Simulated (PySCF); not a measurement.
ZrF₂I₂, SMILES [F][Zr]([F])([I])[I], multiplicity 1.

Coordinates come from a B3LYP-D3(BJ)/def2-SVP optimisation. The spin state was assumed, not searched. The structure was generated by enumeration; whether it is a known compound was not checked. The def2 effective core potentials stand for the cores of I, Zr; spin–orbit coupling is left out.

Level of theory: TDA-CAM-B3LYP/def2-SVPD in PySCF.

Vertical excitations. Isolated molecule, no solvent. State labels are in the subgroup C2v.

Computed excitation energies, oscillator strengths and character:
```json
[
 {"state": "S1", "symmetry": "A2", "energy (eV)": "4.44", "λ (nm)": "279", "f": "0.000", "main pairs": "HOMO−1→LUMO 97 %"},
 {"state": "S2", "symmetry": "B1", "energy (eV)": "4.51", "λ (nm)": "275", "f": "0.062", "main pairs": "HOMO→LUMO 79 %, HOMO−2→LUMO+1 15 %"},
 {"state": "S3", "symmetry": "B2", "energy (eV)": "4.52", "λ (nm)": "274", "f": "0.000", "main pairs": "HOMO−2→LUMO 83 %, HOMO→LUMO+1 13 %"},
 {"state": "S4", "symmetry": "B2", "energy (eV)": "4.65", "λ (nm)": "267", "f": "0.001", "main pairs": "HOMO→LUMO+1 85 %, HOMO−2→LUMO 14 %"},
 {"state": "S5", "symmetry": "A1", "energy (eV)": "4.86", "λ (nm)": "255", "f": "0.000", "main pairs": "HOMO−1→LUMO+1 50 %, HOMO−3→LUMO 35 %, HOMO→LUMO+2 12 %"},
 {"state": "S6", "symmetry": "A1", "energy (eV)": "5.09", "λ (nm)": "244", "f": "0.003", "main pairs": "HOMO→LUMO+2 75 %, HOMO−3→LUMO 21 %"},
 {"state": "S7", "symmetry": "A2", "energy (eV)": "5.14", "λ (nm)": "241", "f": "0.000", "main pairs": "HOMO−3→LUMO+1 86 %, HOMO→LUMO+4 13 %"},
 {"state": "S8", "symmetry": "B1", "energy (eV)": "5.18", "λ (nm)": "240", "f": "0.051", "main pairs": "HOMO−4→LUMO 52 %, HOMO−2→LUMO+1 42 %"},
 {"state": "S9", "symmetry": "B2", "energy (eV)": "5.25", "λ (nm)": "236", "f": "0.001", "main pairs": "HOMO−1→LUMO+2 96 %"},
 {"state": "S10", "symmetry": "B1", "energy (eV)": "5.30", "λ (nm)": "234", "f": "0.064", "main pairs": "HOMO−4→LUMO 42 %, HOMO−2→LUMO+1 32 %, HOMO−3→LUMO+2 11 %, HOMO→LUMO 9 %"},
 {"state": "T1", "symmetry": "B1", "energy (eV)": "3.99", "λ (nm)": "311", "f": "0", "main pairs": "HOMO→LUMO 97 %"},
 {"state": "T2", "symmetry": "A2", "energy (eV)": "4.30", "λ (nm)": "288", "f": "0", "main pairs": "HOMO−1→LUMO 96 %"},
 {"state": "T3", "symmetry": "B2", "energy (eV)": "4.38", "λ (nm)": "283", "f": "0", "main pairs": "HOMO−2→LUMO 83 %"},
 {"state": "T4", "symmetry": "A1", "energy (eV)": "4.42", "λ (nm)": "281", "f": "0", "main pairs": "HOMO−3→LUMO 69 %, HOMO→LUMO+2 15 %, HOMO−1→LUMO+1 13 %"}
]
```
Triplets are in the Tamm–Dancoff approximation.
